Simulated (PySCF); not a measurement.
**Where the electron goes**

Compound: Sn(NMeEt)Me3, C6H17NSn.
Structure used (PBE0-D3(BJ)/def2-SVP), in Å, numbered top down from 1:
```
atom  x, y, z in Å
Sn1   -0.152   -0.291   -1.051
N2    -0.006   -0.575    0.982
C3    -1.221   -0.702    1.740
C4     1.101    0.008    1.701
C5     1.007    1.508    1.977
H6    -1.034   -1.240    2.690
H7    -1.717    0.256    2.013
H8    -1.965   -1.297    1.184
H9     1.212   -0.525    2.667
H10    2.034   -0.194    1.144
H11    1.870    1.862    2.564
H12    0.982    2.083    1.037
H13    0.096    1.758    2.543
C14    1.870   -0.338   -1.774
H15    1.884   -0.322   -2.873
H16    2.368   -1.256   -1.428
H17    2.433    0.531   -1.405
C18   -1.110    1.589   -1.516
H19   -2.034    1.692   -0.928
H20   -1.365    1.641   -2.585
H21   -0.441    2.426   -1.270
C22   -1.329   -1.943   -1.767
H23   -2.399   -1.771   -1.582
H24   -1.018   -2.861   -1.247
H25   -1.178   -2.076   -2.848
```

Theory: PySCF 2.14.0, density-fitted response routines, TDDFT B3LYP/def2-SVPD, vertical, gas phase, core orbitals frozen in the response, def2 core potentials past Kr. Spin–orbit coupling is left out.

Kohn–Sham orbitals with the atoms that hold most of them (Löwdin shares over 4%, at most four atoms; ? is withheld):

| orbital | ε (eV) | atoms |
| --- | --- | --- |
| HOMO-3 | -8.03 | N2 30%, Sn1 12%, C18 11%, C4 10% |
| HOMO-2 | -7.72 | C14 32%, C22 21%, Sn1 20%, H17 5% |
| HOMO-1 | -7.67 | C18 24%, Sn1 19%, C22 19%, C14 8% |
| HOMO | -5.40 | ? |
| LUMO | ? | ? |
| LUMO+1 | 0.69 | C14 13%, C3 9%, Sn1 8%, H7 8% |
| LUMO+2 | 0.72 | C5 14%, C22 13%, Sn1 7%, H25 6% |

(1) Which atoms hold the LUMO, and with what shares?

(2) Give the leading atoms of the HOMO.

(3) What is the LUMO energy, and the HOMO–LUMO gap?

Results:

(1) Sn1 (bonded to 3 C and N) 29%; C18 (bonded to Sn and 3 H) 8%; C14 (bonded to Sn and 3 H) 8%; C22 (bonded to Sn and 3 H) 8%. By element: tin 29%, carbon 23% or more.

(2) N2 (bonded to 2 C and Sn) 56%; C3 (bonded to N and 3 H) 10%; C4 (bonded to C, N and 2 H) 7%; C5 (bonded to C and 3 H) 6%. By element: nitrogen 56%, carbon 23% or more.

(3) ε(LUMO) = -0.15 eV; the gap is 5.25 eV (0.1930 hartree).

Question: How does S1 compare with the orbital gap of 5.25 eV?

Answer: S1 is at 4.53 eV (f = 0.011), 0.72 eV below the gap, made of HOMO→LUMO (97%). Without the coupling terms of the response equations the lowest excitation would equal the gap.

Question: Give energy, strength and leading configuration of S1 and S2, and follow the Löwdin shares of the leading atoms from the occupied to the empty orbital.

Answer: 
- S1 (4.53 eV, f 0.011), HOMO→LUMO (97%): N2 56% → at most 8%, C3 10% → at most 8%, Sn1 at most 6% → 29%, C18 at most 6% → 8%
- S2 (5.28 eV, f 0.0036), HOMO→LUMO+1 (92%): N2 56% → at most 8%, C3 10% → 9%, C14 at most 6% → 13%

One conformer stands for the species.
